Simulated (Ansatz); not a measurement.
Harmonic frequencies (cm⁻¹) at PBE0-D4/def2-TZVP from Ansatz: 107, 141, 158, 223, 242, 259, 271, 401, 500, 578, 635, 702, 780, 920, 923, 942, 944, 986, 994, 1027, 1077, 1125, 1154, 1218, 1268, 1286, 1344, 1402, 1406, 1488, 1491, 2205, 2209, 2218, 2569, 2648, 2899, 3030, 3030, 3051, 3097, 3112.

Each molecule was computed in one conformer, which needn't be the lowest.

Q: Which molecule is it?
A. `B[Si](C)(C)C`
B. `CCBC[SiH3]`
C. `CBCC[SiH3]`
D. `BCC(C)[SiH3]`

A: D.
